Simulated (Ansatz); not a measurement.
Consider the substitution at a C–S bond: `C[S][GeH2][Cl]` + `C[O][Al]([OH])[Cl]` → `C[O][Al]([Cl])[O]C` + `[SH][GeH2][Cl]`.

Program: Ansatz. Geometries: PBE0-D4/def2-TZVP. ΔE: electronic, gas phase. CCSD(T)/CBS adds triple-zeta CCSD(T) − MP2 to the extrapolated MP2 energy (def2 sets, frozen cores). Functionals use def2-TZVPP. For Ge outer-core shells are correlated without core-valence functions, which leaves a few kJ/mol of doubt a bond. Scalar relativity is left out up to krypton. One conformer a species, not always the lowest.

`C[S][GeH2][Cl]`:

```xyz
9

C    -0.826    1.133    0.670
S    -0.005   -0.334    1.354
Ge    0.705   -1.240   -0.513
Cl    2.106    0.090   -1.487
H    -0.112    1.762    0.140
H    -1.648    0.855    0.011
H    -1.225    1.687    1.520
H     1.443   -2.537   -0.173
H    -0.439   -1.415   -1.522
```

`C[O][Al]([OH])[Cl]`:

Cartesian coordinates in Å:
```
C 0.234 -0.136 1.688
O 0.598 -0.209 0.338
Al -0.156 0.090 -1.118
O 0.708 -0.143 -2.540
Cl -2.143 0.744 -1.157
H -0.802 0.194 1.824
H 0.345 -1.119 2.156
H 0.890 0.566 2.212
H 0.327 0.014 -3.402
```

`C[O][Al]([Cl])[O]C`:

Z-matrix (Å, degrees):
```
C
O 1 1.400
H 1 1.096 2 112.4
H 1 1.094 2 109.9 3 -120.6
H 1 1.094 2 109.9 3 120.6
Al 2 1.673 1 135.5 3 0.6
O 6 1.669 2 120.8 1 180.0
Cl 6 2.083 2 120.5 1 -0.0
C 7 1.401 6 134.8 2 0.0
H 9 1.096 7 112.5 6 0.2
H 9 1.094 7 109.8 6 120.8
H 9 1.094 7 109.8 6 -120.5
```

`[SH][GeH2][Cl]`:

```xyz
6

S    -0.971    1.462   -0.234
Ge    0.046   -0.494   -0.194
Cl    0.208   -1.232    1.826
H     0.074    2.121    0.293
H     1.481   -0.388   -0.718
H    -0.838   -1.469   -0.973
```

```tsv
level	ΔE (kJ/mol)
ωB97M-V	49.0
HF/def2-QZVPP	32.5
```

(1) What does CCSD(T)/CBS give? (Best estimate.)

Largest T1 diagnostic among the species: 0.011.

Results:

(1) Computed: +53.6 kJ/mol. The listed levels differ from it by -4.6, -21.1 kJ/mol.

In def2-TZVPP, CCSD(T) changes the Hartree–Fock value by +14.8 kJ/mol (the triples alone add +2.6 kJ/mol) and MP2 by +23.0 kJ/mol. The D4 term adds +4.1 kJ/mol with B3LYP and +2.0 kJ/mol with PBE0; it sums over pairs of atoms, weighted by their polarisabilities, and B3LYP, whose exchange is more repulsive, gets the larger term.

B3LYP here is the variant with VWN-RPA as its local correlation; programs differ in this.
